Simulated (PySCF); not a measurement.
A species of formula C6H6F3N has this rotational fingerprint, computed with PBE0/def2-SVPD in PySCF (dipole) on a GFN2-xTB geometry, gas phase:

```
Rotational constants : A = 1750, B = 988.5, C = 730.7 MHz
Dipole components    : |μa| = 1.80 D, |μb| = 1.40 D, |μc| = 0.76 D
Inertial defect      : -108.41 u·Å²
κ                    : -0.49
```

Problem. Which structure is it? (One computed conformer of each.)
A. `[CH:1]#[C:2][C@H:3]([NH:4][CH3:5])[C:6]([F:7])=[C:8]([F:9])[F:10]` with C2–C3–N4–C5 69°, C2–C3–C6–F7 -117°
B. `[CH2:1]=[C:2]([CH2:3][CH2:4][C:5]#[N:6])[C:7]([F:8])([F:9])[F:10]` with C1–C2–C3–C4 -89°, C2–C3–C4–C5 63°
C. `[CH:1]#[C:2][C@@H:3](/[CH:4]=[N:5]/[CH3:6])[C:7]([F:8])([F:9])[F:10]` with C2–C3–C4–N5 -120°

Solution. C. It is C#C[C@@H](/C=N/C)C(F)(F)F, an asymmetric top, point group C1. The candidates at the same level (rigid rotor, commonest isotopes):

| SMILES | A (MHz) | B (MHz) | C (MHz) | μa (D) | μb (D) | μc (D) | Δ (u·Å²) | point group | rotor |
| --- | --- | --- | --- | --- | --- | --- | --- | --- | --- |
| C#C[C@@H](/C=N/C)C(F)(F)F | 1750 | 988.5 | 730.7 | 1.80 | 1.40 | 0.76 | -108.41 | C1 | asymmetric top |
| C#C[C@H](NC)C(F)=C(F)F | 1783 | 898.6 | 833.5 | 2.28 | 0.78 | 0.17 | -239.44 | C1 | asymmetric top |
| C=C(CCC#N)C(F)(F)F | 2447 | 837.1 | 773.5 | 0.50 | 1.75 | 1.99 | -156.94 | C1 | near-prolate asymmetric top |

`C=C(CCC#N)C(F)(F)F` has A 40 % too high; `C#C[C@H](NC)C(F)=C(F)F` has C 14 % too high. No structure here is proved a minimum.
